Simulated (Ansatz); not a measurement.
Input and output for `C[O][Sn]([NH2])([NH2])[NH2]`.

```yaml
crystal:
  periodic: [false, false, false]
  atoms:
    - {symbol: C, position_ang: [-0.573402, -1.351645, 1.876893]}
    - {symbol: O, position_ang: [-0.069840, -1.426622, 0.564920]}
    - {symbol: Sn, position_ang: [0.210254, 0.202218, -0.483168]}
    - {symbol: N, position_ang: [1.626640, -0.379429, -1.796417]}
    - {symbol: N, position_ang: [0.930551, 1.650275, 0.699772]}
    - {symbol: N, position_ang: [-1.614569, 0.795479, -1.113343]}
    - {symbol: H, position_ang: [-0.461845, -2.334981, 2.343925]}
    - {symbol: H, position_ang: [-1.639555, -1.089278, 1.893883]}
    - {symbol: H, position_ang: [-0.033010, -0.620769, 2.491610]}
    - {symbol: H, position_ang: [1.377802, -0.215740, -2.763460]}
    - {symbol: H, position_ang: [1.828507, -1.367013, -1.692382]}
    - {symbol: H, position_ang: [1.845978, 1.987152, 0.437347]}
    - {symbol: H, position_ang: [0.311612, 2.433453, 0.852880]}
    - {symbol: H, position_ang: [-1.612339, 1.603655, -1.721678]}
    - {symbol: H, position_ang: [-2.148685, 0.062343, -1.561581]}
basis:
  gaussian: {orbitals: def2-SVPD}
hamiltonian: {xc: {name: HSE06}, dispersion: d3bjatm}
output: {forces: true}
```

```sh
$ ansatz run in.yaml --threads 4 --pin off --events-out ev --progress --plain --max-ram 11315MiB
```

Output, abridged:

```
Functional definition: HSE06
2143 factors; integrals over basis functions are off by at most 1.2e-3 eV
233 factors; integrals over basis functions are off by at most 2.3e-7 eV
mean field evaluation 1: about -13499.0512 eV, gradient 9.8e1 eV
mean field evaluation 2: about -13466.0872 eV, gradient 1.5e2 eV
mean field evaluation 4: about -13518.1842 eV, gradient 1.2e1 eV
mean field evaluation 8: about -13518.5590 eV, gradient 7.8e-1 eV
mean field evaluation 16: about -13518.5603 eV, gradient 1.4e-4 eV
mean field -13518.56028155 eV, -496.7979271377 hartree, gradient 4.0e-5 eV, S^2 0.000000; 0 other end points of the search recorded, 0 dependent functions left out
reference -13518.56033951 eV, -496.7979292678 hartree; 33, 33 occupied and 174, 174 virtual orbitals, 2143 factors
Total energy: -13518.79132391 eV, -496.8064177878 hartree
Atom 0 at    -0.573402    -1.351645     1.876893 Å, force     0.105556    -0.052750    -0.296006 eV/Å
Atom 1 at    -0.069840    -1.426622     0.564920 Å, force    -0.124661    -0.436365     0.380689 eV/Å
Atom 2 at     0.210254     0.202218    -0.483168 Å, force     0.039346     0.202902    -0.156940 eV/Å
Atom 3 at     1.626640    -0.379429    -1.796417 Å, force     0.174260     0.012536    -0.083303 eV/Å
Atom 4 at     0.930551     1.650275     0.699772 Å, force     0.050220     0.085791     0.153032 eV/Å
Atom 5 at    -1.614569     0.795479    -1.113343 Å, force    -0.152718     0.051257     0.032395 eV/Å
Atom 6 at    -0.461845    -2.334981     2.343925 Å, force     0.020154    -0.203953     0.109193 eV/Å
Atom 7 at    -1.639555    -1.089278     1.893883 Å, force    -0.222743     0.056572    -0.003061 eV/Å
Atom 8 at    -0.033010    -0.620769     2.491610 Å, force     0.126091     0.161650     0.125560 eV/Å
Atom 9 at     1.377802    -0.215740    -2.763460 Å, force    -0.000410     0.036820    -0.196687 eV/Å
Atom 10 at     1.828507    -1.367013    -1.692382 Å, force     0.075015    -0.188395     0.018454 eV/Å
Atom 11 at     1.845978     1.987152     0.437347 Å, force     0.203558     0.070685    -0.003944 eV/Å
Atom 12 at     0.311612     2.433453     0.852880 Å, force    -0.115628     0.159850     0.080516 eV/Å
Atom 13 at    -1.612339     1.603655    -1.721678 Å, force    -0.040555     0.172479    -0.092938 eV/Å
Atom 14 at    -2.148685     0.062343    -1.561581 Å, force    -0.137484    -0.129078    -0.066962 eV/Å
Dipole moment:    -0.125300     0.289897    -0.423760 e Å
```

Hardware: 4 threads of an Arm Neoverse V1 on a shared host. Wall time 9 s, peak host memory 0.81 GiB.
